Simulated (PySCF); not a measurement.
How methods differ on the ionisation energy of Ar²⁺

Ar²⁺ [Ne] 3s2 3p4 (3P) → Ar³⁺ [Ne] 3s2 3p3 (4S), as a difference of total energies. Calculation: PySCF 2.14, in x2c-TZVPPall; scalar relativity by spin-free X2C-1e. Correlated levels: valence: [Ne] frozen. The calculations carry no spin-orbit coupling.

```
           method  ionisation energy (eV)  plus first-order spin-orbit estimate  difference from reference of that sum (eV)
              UHF                  39.362                                39.427                                      -1.308
    MP2 (valence)                  40.160                                40.225                                      -0.510
SCS-MP2 (valence)                  40.247                                40.312                                      -0.423
   CCSD (valence)                  40.270                                40.335                                      -0.400
CCSD(T) (valence)                  40.297                                40.361                                      -0.374
```

Reference: 40.735 ± 0.012 eV (semi-empirical (NIST evaluation); NIST Atomic Spectra Database, ionization energies).

A first-order spin-orbit estimate (lowest level to lowest level, LS coupling) adds 0.065 eV.

Errors of the correlated levels include the incompleteness of this basis and the frozen core.
